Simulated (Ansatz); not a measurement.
The cluster Cd₃Te₃. The state is a singlet with charge 0. Geometry PBE-D4/def2-SVP, basis def2-TZVP, Ansatz.

```xyz
6

Cd   -0.411   -2.081   -0.237
Cd    1.065   -0.417    1.802
Cd   -0.790    3.599   -2.365
Te    0.295    1.798    0.426
Te   -1.107    0.229   -1.492
Te    0.948   -3.127    1.866
```

```
run  HOMO (eV)  LUMO (eV)
  A      -4.64      -3.33
  B      -5.74      -2.80
  C      -4.81      -3.41
  D      -5.90      -2.76
  E      -5.04      -3.32
```

In the def2 sets Cd, Te take a core potential; there is no spin–orbit coupling. Another isomer (singlet) lies 0.23 eV lower at PBE0-D4/def2-TZVP; other spin states weren't run for this one.

Problem. The runs used BLYP, PBE, PBE0, r2SCAN, r2SCAN0. Estimate which is which.

Solution. A BLYP (0 % exact exchange); B PBE0 (25 % exact exchange); C PBE (0 % exact exchange); D r2SCAN0 (25 % exact exchange); E r2SCAN (0 % exact exchange). Exact exchange lowers occupied and raises empty levels; among semilocal functionals meta-GGAs tend to open the gap a little, and such runs are hard to tell apart. The gap grows from 1.31 eV (BLYP) to 3.15 eV (r2SCAN0).
